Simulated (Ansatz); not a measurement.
The cluster Ca2O3H2. Charge 0, multiplicity 3. Geometry B3LYP-D4/def2-SVP, that of the neutral singlet; atoms count from 1.

```tsv
atom	x (Å)	y (Å)	z (Å)
Ca1	1.575	-1.313	-0.210
Ca2	-1.418	1.459	0.210
O3	2.735	-2.758	0.625
O4	0.096	0.092	-0.005
O5	-2.799	2.696	-0.622
H6	3.219	-3.415	1.133
H7	-3.408	3.239	-1.130
```

At PBE0-D4/def2-TZVP a singlet of charge 0 lies 3.47 eV below the triplet at the same geometry. The structure comes from a short search, and lower isomers may exist.

**Question.** Estimate the Mulliken populations from the PBE0/def2-TZVP orbitals of Ansatz.

**Answer.** 
```tsv
atom	charge (e)	spin (α − β)
Ca1	0.94	0.51
Ca2	0.94	0.51
O3	-0.91	0.00
O4	-0.65	0.96
O5	-0.91	0.00
H6	0.29	0.00
H7	0.29	0.00
```
Mulliken values and Mayer orders depend strongly on the basis.

**Question.** Where does the spin sit?

**Answer.** Summed by element: Ca 1.03, O 0.97, H 0.00, of 2 unpaired in all. Largest on single atoms: O4 0.96, Ca1 0.51, Ca2 0.51.

**Question.** And the Mayer bond orders between bonded heavy atoms (over 0.3)?

**Answer.** Ca1–Ca2 0.52 (4.10 Å); Ca1–O3 0.68 (2.03 Å); Ca2–O5 0.68 (2.03 Å).
